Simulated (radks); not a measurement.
Values are calculated unless marked as measured or tabulated.
Task: All-electron atom: Co I in [Ar] 3d8 6d1 (not the ground configuration). Level of theory: non-relativistic Kohn-Sham, SCAN, spin-polarised, spherical densities, point nucleus; open shells are filled with parallel spins first; meta-GGA in the generalised Kohn-Sham scheme (a radial shooting solver on a logarithmic mesh with Libxc functionals). Some entries of the table are withheld. Estimate them.

| orbital | occ. | eigenvalue (eV) | <r> (bohr) | <r^2> (bohr^2) |
|---|---|---|---|---|
| 1s down | 1 | -7542.860 | 0.05692 | 0.004345 |
| 1s up | 1 | -7542.859 | 0.05692 | 0.004345 |
| 2s up | 1 | -894.4573 | 0.2583 | 0.07871 |
| 2s down | 1 | -893.0451 | 0.2580 | 0.07854 |
| 2p up | 3 | -774.9395 | 0.2262 | 0.06280 |
| 2p down | 3 | -773.9062 | 0.2259 | 0.06262 |
| 3s up | 1 | -106.5517 | 0.7858 | 0.7131 |
| 3s down | 1 | -103.8225 | 0.7879 | 0.7171 |
| 3p up | 3 | -70.3793 | 0.8259 | (1) |
| 3p down | 3 | -67.6649 | 0.8297 | (2) |
| 3d up | 5 | -12.1881 | (3) | 1.645 |
| 3d down | 3 | -9.7889 | (4) | 1.895 |
| 6d up | 1 | -0.3806 | 32.61 | 1197 |

Result: 
(1) 3p up <r^2> (bohr^2): 0.8057
(2) 3p down <r^2> (bohr^2): 0.8139
(3) 3d up <r> (bohr): 1.102
(4) 3d down <r> (bohr): 1.168
